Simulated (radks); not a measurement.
The rhodium ion Rh2+, 43 electrons, occupied as [Kr] 4d7 (the NIST ground configuration). Calculated with a radial shooting solver on a logarithmic mesh with Libxc functionals: Dirac Kohn-Sham, PBE, spin-unpolarised, spherical densities, finite nucleus; open shells fill j = l - 1/2 first; Fermi nuclear charge, rms radius 4.4945 fm.

X-ray form factor f0, the Fourier transform of the density (f0(0) = 43):

sin(theta)/lambda (1/angstrom),f0 (electrons)
0.05,42.443
0.1,40.889
0.15,38.629
0.2,36.008
0.25,33.323
0.3,30.774
0.4,26.447
0.5,23.210
0.6,20.809
0.8,17.310
1,14.431
1.25,11.298
1.5,8.901
2,6.279
